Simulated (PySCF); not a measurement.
**SrCl⁺: energy against distance**

Set-up: basis Sr def2-SVP with ECP28, Cl def2-SVP; scalar-relativistic core potentials; PySCF 2.14. Energies in eV from Sr⁺ + Cl in their ground configurations at the same level. State: ¹Σ⁺ (singlet), closed shell.

Curves on a restricted Hartree–Fock reference rise too fast on stretching and do not dissociate correctly.

| R (Å) | r²SCANh | M06-2X | RHF-CCSD(T) | BHandHLYP |
| --- | --- | --- | --- | --- |
| 2.153 | -3.225 | -3.149 |  | -2.771 |
| 2.254 | -3.906 | -3.829 | -3.113 | -3.468 |
| 2.354 | -4.283 | -4.210 | -3.535 | -3.856 |
| 2.429 | -4.420 | -4.349 | -3.699 | -3.999 |
| 2.504 | -4.462 | -4.393 | -3.764 | -4.045 |
| 2.579 | -4.432 | -4.364 | -3.753 | -4.018 |
| 2.679 | -4.308 | -4.242 | -3.651 | -3.897 |
| 2.804 | -4.064 | -3.994 | -3.425 | -3.652 |
| 2.955 | -3.693 | -3.614 | -3.068 | -3.278 |
| 3.155 | -3.139 | -3.042 |  | -2.718 |

Problem. Put a parabola through the three lowest points of the r²SCANh curve and estimate Re, k and ωe (reduced mass 25.02 u; 1 eV/Å² = 0.16022 mdyn/Å; ωe = 1302.8·√(k/μ) cm⁻¹).

Solution. Through R = 2.429, 2.504, 2.579 Å the second-order coefficient is 6.40 eV/Å², so Re ≈ 2.510 Å, k ≈ 2.05 mdyn/Å and ωe ≈ 373 cm⁻¹. A polynomial fit of higher order to the unrounded r²SCANh energies gives Re = 2.507 Å, k = 2.02 mdyn/Å, ωe = 370 cm⁻¹; anharmonicity and rounding make the difference.

The higher-order fit for each curve: r²SCANh: Re = 2.507 Å, ωe = 370 cm⁻¹, De = 4.46 eV; M06-2X: Re = 2.509 Å, ωe = 371 cm⁻¹, De = 4.39 eV; RHF-CCSD(T): Re = 2.529 Å, ωe = 366 cm⁻¹, De = 3.77 eV; BHandHLYP: Re = 2.510 Å, ωe = 371 cm⁻¹, De = 4.05 eV.

Correlated steps freeze 5 core orbitals. Correlated levels converge slowly with the basis: in double zeta they bind strong bonds too weakly, by up to about 1 eV, and carry superposition errors of some tenths. For an ion De counts to the pair picked by the measured ionisation energies or electron affinities, which need not be the lowest pair at this level. Where the molecule has an RHF reference, its open-shell atoms are computed with UHF.
